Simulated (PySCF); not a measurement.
# Cu⁺: ionisation energy

Cu⁺ [Ar] 3d10 (1S) → Cu²⁺ [Ar] 3d9 (2D), as a difference of total energies. Computed with PySCF 2.14 in aug-cc-pwCVTZ-DK with one added diffuse shell each of s, p, d, f, g type (11s10p8d5f4g, 152 functions), with the spin-free X2C one-electron Hamiltonian (Gaussian nucleus). The calculations carry no spin-orbit coupling.

```json
{"method": "UHF", "ionisation energy (eV)": "17.130", "difference from reference (eV)": "-3.162"}
{"method": "PW91", "ionisation energy (eV)": "21.032", "difference from reference (eV)": "+0.740"}
{"method": "M06-L", "ionisation energy (eV)": "20.005", "difference from reference (eV)": "-0.287"}
{"method": "revPBE", "ionisation energy (eV)": "20.778", "difference from reference (eV)": "+0.486"}
```

Reference: 20.292 eV (measured; NIST Atomic Spectra Database, ionization energies).

The reference lies between the lowest fine-structure levels, while these numbers refer to the centres of the terms.
